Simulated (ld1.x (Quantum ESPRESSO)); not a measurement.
**Varying the TM potential for I (Z = 53)**

Base potential:

iodine (I), norm-conserving Troullier–Martins (Kleinman–Bylander form), made with ld1.x (Quantum ESPRESSO) 7.5 (PBE, scalar-relativistic). Core [Kr] 4d10, reference 5s1.5 5p5.5. Waves: 5s (bound): rc 1.45 bohr; 5p (bound): rc 1.60 bohr. Local part: the p channel. Core correction: none.

Cutoffs, loose and tight: the cutoffs (Ry, on a coarse ladder) from which the occupation-weighted sum of valence levels, in a spherical-Bessel basis at the reference potential, stays within 10 and 1 mRy of its value at 400 Ry. They do not see the model core or the augmentation charge, which bear on the density cutoff. Test errors are all-electron minus pseudo excitation energies from the reference, over the configurations 5s2 5p5; 5s2 5p4; 5s2 5p3; 5s1 5p5; 5s2 5p4.5; 5s2 5p2; 5s2 5p1. A dash means not determined; rows that change the core or the reference have their own tests.

A true bound ghost makes a file unfit for plane-wave use even where its test errors are small: the radial tests pick states by their node count and pass the ghost by.

| change | outcome | cutoff, loose | cutoff, tight | bound ghosts | largest test error (meV) |
| --- | --- | --- | --- | --- | --- |
| base | generated | 60 Ry | 120 Ry | s | -124 |
| core correction a·sin(br)/r model core inside 0.78 bohr | generated | 60 Ry | 120 Ry | s | -146 |
| core correction a·sin(br)/r model core inside 0.98 bohr | generated | 60 Ry | 120 Ry | s | -146 |
| core correction a·sin(br)/r model core inside 1.14 bohr | generated | 60 Ry | 120 Ry | s | -145 |
| core correction a·sin(br)/r model core inside 1.50 bohr | generated | 60 Ry | 120 Ry | s | -146 |

Question: What comes out with this change to the base: core correction a·sin(br)/r model core inside 1.72 bohr?

Answer: outcome: generated; cutoff, loose: 60 Ry; cutoff, tight: 120 Ry; bound ghosts: s; largest test error (meV): -195.
